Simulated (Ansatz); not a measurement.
Isolated molecules relaxed with PBE0-D4/def2-TZVP in Ansatz; ΔE leaves out vibrations. CCSD(T)/CBS adds triple-zeta CCSD(T) − MP2 to the extrapolated MP2 energy (def2 sets, frozen cores). DFT in def2-TZVPP. B3LYP here is the variant with VWN-RPA as its local correlation; programs differ in this. For Se outer-core shells are correlated without core-valence functions, which leaves a few kJ/mol of doubt a bond. Scalar relativity is left out up to krypton. One conformer a species, not always the lowest.

`F[CH]1[O][Al]1[SiH3]` + `N=C(N)[SeH]` → `N=C(N)[Se][SiH3]` + `F[CH]1[O][AlH]1`  (cleavage of the Si–Al bond)

```tsv
level	ΔE (kcal/mol)	difference from CCSD(T)/CBS
PBE-D4	-7.5	3.4
r2SCAN-D4	-9.2	1.7
PBE0-D4	-8.7	2.2
B3LYP-D4	-9.9	1.0
ωB97X-V	-10.0	0.9
ωB97M-V	-11.6	-0.7
B2PLYP	-9.8	1.1
PBE	-6.3	4.6
r2SCAN	-8.9	2.0
PBE0	-7.6	3.3
B3LYP	-8.0	2.9
HF/def2-TZVPP	-10.5	0.4
MP2/def2-TZVPP	-12.6	-1.7
SCS-MP2/def2-TZVPP	-11.7	-0.8
CCSD/def2-TZVPP	-9.3	1.6
CCSD(T)/def2-TZVPP	-9.4	1.5
HF/def2-QZVPP	-10.6	0.3
MP2/def2-QZVPP	-13.4	-2.5
SCS-MP2/def2-QZVPP	-12.5	-1.6
HF/CBS(def2)	-10.6	0.3
MP2/CBS(def2)	-14.0	-3.1
CCSD/CBS(def2)	-10.8	0.1
CCSD(T)/CBS	-10.9	0
```

Largest T1 diagnostic among the species: 0.018.

From PBE to PBE0 (25 % exact exchange), in def2-TZVPP and without D4, ΔE moves by −1.3 kcal/mol. The D4 term adds −1.9 kcal/mol with B3LYP and −1.0 kcal/mol with PBE0; it sums over pairs of atoms, weighted by their polarisabilities, and B3LYP, whose exchange is more repulsive, gets the larger term.

CCSD(T)/CBS has its own doubt, a few kJ/mol and more with outer-core shells, so smaller differences from it don't rank the levels.
